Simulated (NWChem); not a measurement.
CHBFNO; SMILES O=C=NBF

```xyz
6

B     -0.4523    -1.3223     0.0000
F      0.4411    -2.3084     0.0000
H     -1.6355    -1.5963     0.0000
N      0.0177     0.0184     0.0000
C     -0.0463     1.2307     0.0000
O     -0.0383     2.4083     0.0000
```
Atoms are numbered in this order, from 1.

Level: PBE-D3(BJ)/def2-SVP (NWChem), optimised geometry, unscaled harmonic frequencies. 

```
frequency (cm⁻¹)  IR intensity (km/mol)
----------------  ---------------------
62                                  0.8
112                                 0.0
439                                 8.1
558                                18.1
597                                20.3
866                                48.7
889                                68.9
1076                               25.8
1291                              362.2
1578                              184.4
2410                             1156.2
2587                              126.2
```

| Item | Result |
|---|---|
| zero-point energy | 17.8 kcal/mol |
| thermal correction to the enthalpy at 298.15 K (with zero-point energy) | 21.6 kcal/mol |
| heat capacity Cv | 15.0 cal/(mol K) |
| entropy at 298.15 K and 1 atm (symmetry number 1) | 73.1 cal/(mol K) |
| dipole moment | 0.66 D |

Rigid rotor and harmonic oscillator; modes under 100 cm⁻¹ make the entropy uncertain.
